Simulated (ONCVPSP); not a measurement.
**Pseudopotential generation for tellurium (Te): ONCV, LDA (Perdew-Wang 92), scalar-relativistic.**

Input for ONCVPSP 4.0.1:

```
# ATOM AND REFERENCE CONFIGURATION
# atsym  z   nc   nv     iexc    psfile
  Te 52.00    6    5  -001012      upf
#
#   n    l    f
    1    0    2.00
    2    0    2.00
    2    1    6.00
    3    0    2.00
    3    1    6.00
    3    2   10.00
    4    0    2.00
    4    1    6.00
    4    2   10.00
    5    0    2.00
    5    1    2.00
#
# PSEUDOPOTENTIAL AND OPTIMIZATION
# lmax
    2
#
#   l,   rc,      ep,       ncon, nbas, qcut
    0    1.30    0.00    3    6   10.20
    1    1.45    0.00    4    7    9.90
    2    1.25    0.00    3    7   14.40
#
# LOCAL POTENTIAL
# lloc, lpopt,  rc(5),   dvloc0
    4    5    1.00    2.00
#
# VANDERBILT-KLEINMAN-BYLANDER PROJECTORs
# l, nproj, debl
    0    2    2.10
    1    2    2.30
    2    2    3.70
#
# MODEL CORE CHARGE
# icmod, fcfact, rcfact
    2    0.70    0.75
#
# LOG DERIVATIVE ANALYSIS
# epsh1, epsh2, depsh
   -8.00    5.00    0.04
#
# OUTPUT GRID
# rlmax, drl
    6.00    0.01
#
# TEST CONFIGURATIONS
# ncnf
    4
# nvcnf
#   n    l    f
    5
    4    0    2.00
    4    1    6.00
    4    2   10.00
    5    0    2.00
    5    1    4.00
#
    5
    4    0    2.00
    4    1    6.00
    4    2   10.00
    5    0    2.00
    5    1    3.00
#
    5
    4    0    2.00
    4    1    6.00
    4    2   10.00
    5    0    2.00
    5    1    1.00
#
    5
    4    0    2.00
    4    1    6.00
    4    2    9.00
    5    0    2.00
    5    1    5.00
#
```

Command:

```bash
oncvpsp.x < Te.dat > Te.out
```

Output (shortened: citation, most of the input echo, consistency checks and plot data are left out):

```
ONCVPSP  (Optimized Norm-Conservinng Vanderbilt PSeudopotential)
scalar-relativistic version 4.0.1

#   n    l    f        energy (Ha)
    1    0    2.00    -1.1617655E+03
    2    0    2.00    -1.7880330E+02
    2    1    6.00    -1.6067680E+02
    3    0    2.00    -3.6140578E+01
    3    1    6.00    -3.0247721E+01
    3    2   10.00    -2.1311428E+01
    4    0    2.00    -6.7432831E+00
    4    1    6.00    -4.9125319E+00
    4    2   10.00    -2.2449538E+00
    5    0    2.00    -1.2152975E+00
    5    1    2.00    -8.3006381E-01

Reference configufation results
  iterations    26
  all-electron total energy (Ha)   -6.78781678D+03

Begin loop to  construct optimized pseudo wave functions
and semi-local pseudopoentials for all angular momenta

Calculating optimized projector #   1

 for l=   0

    Fraction of norm inside rc  0.966469
    Optimizing pswf for qcut=  10.21 a_B^-1,  ecut=  52.16 Ha
    Residual kinetic energy error=  3.75D-06 Ha

    Energy error per electron        Cutoff
         Ha          eV             Ha
         0.01000     0.27211       29.53
         0.00100     0.02721       37.47
         0.00010     0.00272       43.76
         0.00001     0.00027       49.08

Calculating optimized projector #   2

 for l=   0

    Fraction of norm inside rc  0.120445
    Optimizing pswf for qcut=  10.21 a_B^-1,  ecut=  52.16 Ha
    Residual kinetic energy error=  2.15D-06 Ha

    Energy error per electron        Cutoff
         Ha          eV             Ha
         0.01000     0.27211       27.16
         0.00100     0.02721       36.43
         0.00010     0.00272       43.33
         0.00001     0.00027       48.48

Calculating optimized projector #   1

 for l=   1

    Fraction of norm inside rc  0.970693
    Optimizing pswf for qcut=   9.89 a_B^-1,  ecut=  48.93 Ha
    Residual kinetic energy error=  7.26D-08 Ha

    Energy error per electron        Cutoff
         Ha          eV             Ha
         0.01000     0.27211       23.27
         0.00100     0.02721       29.30
         0.00010     0.00272       34.74
         0.00001     0.00027       39.29

Calculating optimized projector #   2

 for l=   1

    Fraction of norm inside rc  0.103970
    Optimizing pswf for qcut=   9.89 a_B^-1,  ecut=  48.93 Ha
    Residual kinetic energy error=  7.83D-07 Ha

    Energy error per electron        Cutoff
         Ha          eV             Ha
         0.01000     0.27211       18.72
         0.00100     0.02721       24.62
         0.00010     0.00272       28.89
         0.00001     0.00027       33.65

   Wellstate for l =  2  n =  6
     eigenvalue =   1.4550
     asymptotic potential =   1.9550
     half-point radius =  2.8584

Calculating optimized projector #   1

 for l=   2

    Fraction of norm inside rc  0.795479
    Optimizing pswf for qcut=  14.39 a_B^-1,  ecut= 103.59 Ha
    Residual kinetic energy error=  4.98D-09 Ha

    Energy error per electron        Cutoff
         Ha          eV             Ha
         0.01000     0.27211       42.12
         0.00100     0.02721       53.03
         0.00010     0.00272       62.44
         0.00001     0.00027       70.36

Calculating optimized projector #   2

 for l=   2

    Fraction of norm inside rc  0.039814
    Optimizing pswf for qcut=  14.39 a_B^-1,  ecut= 103.59 Ha
    Residual kinetic energy error=  8.11D-10 Ha

    Energy error per electron        Cutoff
         Ha          eV             Ha
         0.01000     0.27211       34.60
         0.00100     0.02721       47.37
         0.00010     0.00272       58.87
         0.00001     0.00027       69.03

Construct Vanderbilt / Kleinmman-Bylander projectors

B matrix Hermiticity error, ll=   0
   1   2    1.3806E-03

  Orthonormal projector coefficients  1.6448E+01  2.0015E+00

B matrix Hermiticity error, ll=   1
   1   2    7.7182E-04

  Orthonormal projector coefficients  7.3069E+00  1.0276E+00

B matrix Hermiticity error, ll=   2
   1   2   -4.9818E-04

  Orthonormal projector coefficients -6.3970E-01  2.5487E-01

Model core correction analysis
  based on d2Exc/dn_idn_j

d2excae - all-electron derivatives

   -3.378231D-02   -3.145514D-02   -2.552766D-02   -3.769264D-03
   -2.517350D-03
   -3.145520D-02   -3.010446D-02   -2.549000D-02   -4.481657D-03
   -2.839567D-03
   -2.552777D-02   -2.549006D-02   -2.400259D-02   -7.712552D-03
   -4.879618D-03
   -3.769255D-03   -4.481584D-03   -7.712184D-03   -2.677235D-02
   -2.489756D-02
   -2.517365D-03   -2.839550D-03   -4.879394D-03   -2.489616D-02
   -2.723849D-02

d2excps - pseudofunction derivatives with no core correction

   -4.263468D-02   -3.786739D-02   -2.884139D-02   -5.200416D-03
   -3.351685D-03
   -3.786770D-02   -3.543201D-02   -2.888963D-02   -5.449932D-03
   -3.495777D-03
   -2.884162D-02   -2.888974D-02   -2.687162D-02   -8.063430D-03
   -5.187066D-03
   -5.200561D-03   -5.449892D-03   -8.063067D-03   -2.698701D-02
   -2.501675D-02
   -3.351763D-03   -3.495783D-03   -5.186847D-03   -2.501535D-02
   -2.731466D-02

rms 2nd derivative error    3.168814E-03

amplitude prefactor, scale prefactor
   18.4236    1.0931

d2excps - pseudofunction derivatives with core correction

   -3.148413D-02   -3.029894D-02   -2.540157D-02   -3.587206D-03
   -2.448066D-03
   -3.029895D-02   -2.981232D-02   -2.614572D-02   -4.388590D-03
   -2.840059D-03
   -2.540161D-02   -2.614575D-02   -2.540049D-02   -7.605351D-03
   -4.879490D-03
   -3.587185D-03   -4.388513D-03   -7.604983D-03   -2.674895D-02
   -2.488753D-02
   -2.448073D-03   -2.840039D-03   -4.879267D-03   -2.488612D-02
   -2.723679D-02

rms 2nd derivative error    6.634292E-04

Pseudoatom total energy -268.274732

Diagnostic tests using Vanderbilt-Kleinman-Bylander pseudopotentials
  1 or more projectors used as specified by nproj input data

   l    rcore       rmatch      e in        delta e   norm test  slope test

   0   1.3001055   1.3395795  -6.7432831   0.0000107   1.0003077   1.0002811
   0   1.3001055   1.3395795  -1.2152975   0.0000256   1.0000872   1.0000472

   1   1.4565997   1.5008252  -4.9125319   0.0000096   1.0002701   1.0002591
   1   1.4565997   1.5008252  -0.8300638   0.0000154   1.0000625   1.0000457

   2   1.2542690   1.2923514  -2.2449538   0.0000659   1.0001930   1.0002659
   2   1.2542690   1.2923514   1.4550462   0.0002742   1.0004716   1.0004716

 Testing for bound ghosts
   n   l    E NL Schr. Eq   E Basis Diag.   E Cutoff

   1   0       -6.743272       -6.743262     76.46
   2   0       -1.215272       -1.188049     76.46

   2   1       -4.912522       -4.912521    106.11
   3   1       -0.830048       -0.797514    106.11

   3   2       -2.244888       -2.244681    164.54

 Testing for highly-localized positive-energy ghosts
       l    <radius>/rc     E Basis Diag.   E Cutoff

       0        0.914993       12.467574     76.46  WARNING - GHOST(+)

Test configuration 0

   n   l     f        eae           eps        diff
   1   0  2.0000-1161.76547374
   2   0  2.0000 -178.80329704
   2   1  6.0000 -160.67679536
   3   0  2.0000  -36.14057759
   3   1  6.0000  -30.24772134
   3   2 10.0000  -21.31142808
   4   0  2.0000   -6.74328311   -6.74327236    1.07D-05
   4   1  6.0000   -4.91253189   -4.91252233    9.56D-06
   4   2 10.0000   -2.24495376   -2.24488783    6.59D-05
   5   0  2.0000   -1.21529750   -1.21527185    2.56D-05
   5   1  2.0000   -0.83006381   -0.83004836    1.54D-05

    Total energies and differences
      AE_ref= -6.78781678D+03  AE_tst= -6.78781678D+03  dif=  0.00D+00
      PS_ref= -2.68274732D+02  PS_tst= -2.68274732D+02  dif=  1.25D-12
      PSP excitation error= -1.25D-12

Test configuration 1

   n   l     f        eae           eps        diff
   1   0  2.0000-1161.03756277
   2   0  2.0000 -178.08037314
   2   1  6.0000 -159.95325207
   3   0  2.0000  -35.41967579
   3   1  6.0000  -29.52676293
   3   2 10.0000  -20.59050611
   4   0  2.0000   -6.02671542   -6.02620553    5.10D-04
   4   1  6.0000   -4.19665867   -4.19636740    2.91D-04
   4   2 10.0000   -1.53246850   -1.53243687    3.16D-05
   5   0  2.0000   -0.56438189   -0.56433920    4.27D-05
   5   1  4.0000   -0.22457914   -0.22456805    1.11D-05

    Total energies and differences
      AE_ref= -6.78781678D+03  AE_tst= -6.78884863D+03  dif= -1.03D+00
      PS_ref= -2.68274732D+02  PS_tst= -2.69306821D+02  dif= -1.03D+00
      PSP excitation error=  2.41D-04

Test configuration 2

   n   l     f        eae           eps        diff
   1   0  2.0000-1161.37528791
   2   0  2.0000 -178.41636732
   2   1  6.0000 -160.28946660
   3   0  2.0000  -35.75500096
   3   1  6.0000  -29.86210869
   3   2 10.0000  -20.92583280
   4   0  2.0000   -6.36065536   -6.36029978    3.56D-04
   4   1  6.0000   -4.53038053   -4.53017617    2.04D-04
   4   2 10.0000   -1.86502905   -1.86498429    4.48D-05
   5   0  2.0000   -0.87217032   -0.87212646    4.39D-05
   5   1  3.0000   -0.51048183   -0.51046396    1.79D-05

    Total energies and differences
      AE_ref= -6.78781678D+03  AE_tst= -6.78848445D+03  dif= -6.68D-01
      PS_ref= -2.68274732D+02  PS_tst= -2.68942561D+02  dif= -6.68D-01
      PSP excitation error=  1.60D-04

Test configuration 3

   n   l     f        eae           eps        diff
   1   0  2.0000-1162.19984462
   2   0  2.0000 -179.23271063
   2   1  6.0000 -161.10680634
   3   0  2.0000  -36.56783323
   3   1  6.0000  -30.67503008
   3   2 10.0000  -21.73872791
   4   0  2.0000   -7.16574582   -7.16630941   -5.64D-04
   4   1  6.0000   -5.33420822   -5.33452674   -3.19D-04
   4   2 10.0000   -2.66321378   -2.66312488    8.89D-05
   5   0  2.0000   -1.58529769   -1.58532433   -2.66D-05
   5   1  1.0000   -1.17541939   -1.17542650   -7.12D-06

    Total energies and differences
      AE_ref= -6.78781678D+03  AE_tst= -6.78681619D+03  dif=  1.00D+00
      PS_ref= -2.68274732D+02  PS_tst= -2.67273883D+02  dif=  1.00D+00
      PSP excitation error= -2.59D-04

Test configuration 4

   n   l     f        eae           eps        diff
   1   0  2.0000-1161.35832305
   2   0  2.0000 -178.42084731
   2   1  6.0000 -160.29249841
   3   0  2.0000  -35.74263634
   3   1  6.0000  -29.84977360
   3   2 10.0000  -20.91713510
   4   0  2.0000   -6.29698491   -6.29541919    1.57D-03
   4   1  6.0000   -4.45522355   -4.45465801    5.66D-04
   4   2  9.0000   -1.76110966   -1.75972191    1.39D-03
   5   0  2.0000   -0.63147365   -0.63134106    1.33D-04
   5   1  5.0000   -0.26310231   -0.26307697    2.53D-05

    Total energies and differences
      AE_ref= -6.78781678D+03  AE_tst= -6.78744622D+03  dif=  3.71D-01
      PS_ref= -2.68274732D+02  PS_tst= -2.67904593D+02  dif=  3.70D-01
      PSP excitation error=  4.20D-04
```

The run took about 3 s on one core of a shared server CPU.
